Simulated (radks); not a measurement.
The nuclear charge of neutral barium is varied continuously with 56 electrons held in [Xe] 6s2. Method: scalar-relativistic Kohn-Sham, PBE, spin-polarised, spherical densities, finite nucleus; Fermi nuclear charge, rms radius 4.8378 fm; computed with a radial shooting solver on a logarithmic mesh with Libxc functionals. By the Hellmann-Feynman theorem dE/dZ = E(electron-nucleus)/Z, the electronic potential at the nucleus (averaged over a nucleus of fixed radius). The scalar-relativistic energy here is not variational (the density holds large components alone), so the two differ by a part that grows with Z.

Z      E (hartree)  E(electron-nucleus)/Z (hartree)  HOMO  e(HOMO) (eV)  <r> HOMO (bohr)
55.75   -8047.2546                         -349.309    6s        -2.005            5.140
56      -8135.2310                         -351.500    6s        -3.230            4.790
56.25   -8223.7615                         -353.692    6s        -4.578            4.513
56.5    -8312.8462                         -355.884    6s        -6.038            4.283
56.75   -8402.4854                         -358.076    6s        -7.599            4.089
57      -8492.6794                         -360.271    6s        -9.255            3.921

The central difference of E at Z = 56 is -353.014 hartree, to compare with the third column; the second derivative is -8.87 hartree.
